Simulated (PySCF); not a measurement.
CH₃GeI₃, SMILES [CH3][Ge]([I])([I])[I] (PBE0/def2-SVP optimised geometry):

```
8

C     -1.510    -2.119    -1.574
Ge    -0.850    -1.191     0.000
I      1.671    -1.191     0.000
I     -1.671     1.191     0.000
I     -1.674    -2.343     2.085
H     -1.143    -3.155    -1.557
H     -2.609    -2.108    -1.558
H     -1.142    -1.603    -2.472
```

Method: PySCF 2.14.0 with PBE0/def2-TZVP, def2 effective core potentials past Kr.

**Question.** What are the frontier orbital energies and the dipole moment?

**Answer.** HOMO-2 -7.75 eV, HOMO-1 -7.75 eV, HOMO -7.55 eV, LUMO -2.53 eV, LUMO+1 -0.54 eV; dipole moment 1.89 D.

On the same geometry PBE/def2-TZVP, def2 effective core potentials past Kr (PySCF) gives HOMO-2 -6.62 eV, HOMO-1 -6.62 eV, HOMO -6.42 eV, LUMO -3.28 eV, LUMO+1 -1.34 eV; dipole moment 1.84 D.
